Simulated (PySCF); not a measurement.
H7Si3, SMILES [SiH3][SiH][SiH3] (connectivity only; charge and spin as stated), charge +1, multiplicity 1. Heavy atoms are numbered as in [SiH3:1][SiH:2][SiH3:3]. Hydrogens are named by the atom that carries them.

Geometry optimised at TPSSh-D3(BJ)/def2-SVP. The multiplicity is an assumed one; other spin states were not compared. The isomer is the one that the SMILES or the coordinates give; other isomers of the formula were not compared.

Level of theory: HF/pcSseg-1 (PySCF).

GIAO shieldings, no solvent; atoms alike by connectivity are averaged. δ = σ(ref) − σ: ²⁹Si against TMS (σ = 393.8 ppm); ¹H against TMS (σ = 31.99 ppm), references at their B3LYP-D3(BJ)/def2-TZVP geometries, non-relativistic.

```tsv
nucleus	atoms	count	δ (ppm)
²⁹Si	Si2 (SiH)	1	664.1
²⁹Si	Si1 (SiH3)	2	-72.1
¹H	H on Si2	1	11.60
¹H	H on Si1	6	4.69
```
